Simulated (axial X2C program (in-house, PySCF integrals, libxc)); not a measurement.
**Correcting the dissociation energy of BeO for spin–orbit coupling**

A spin-free PBE0 curve (one-electron X2C) was computed with an in-house relativistic program for diatomic molecules, basis O dyall-av3z [7s6p3d2f], Be dyall-cv3z [8s8p3d1f] (cores contracted in-house), for the state M_S = 0, Λ = 0 (closed shell). It gives D0 = 4.495 eV to O + Be, which in a spin-free picture are the weighted means of the ground terms.

Measured levels of the ground terms (NIST Handbook of Basic Atomic Spectroscopic Data), in cm⁻¹: O 3P: J = 2 at 0, J = 1 at 158.3, J = 0 at 227; Be 1S: J = 0 at 0.

The molecular state has Λ = 0, so it has no first-order lowering.

(1) How far does each ground level lie under the (2J+1)-weighted mean of its term?

(2) Correct D0.

Second-order spin–orbit effects in the molecule, which grow quickly with Z, are left out. Occupations by symmetry block were frozen at the best pattern of an incomplete PBE0 search. De is counted from the lowest determinant-based energies of the atoms at the same level, without counterpoise correction.

Results:

(1) O: (5 × 0 + 3 × 158.3 + 1 × 227)/9 = 78 cm⁻¹; Be: a single level, 0.

(2) D0 = 4.495 + (0 − 78)/8065.5 = 4.485 eV at PBE0 with these spin–orbit terms.
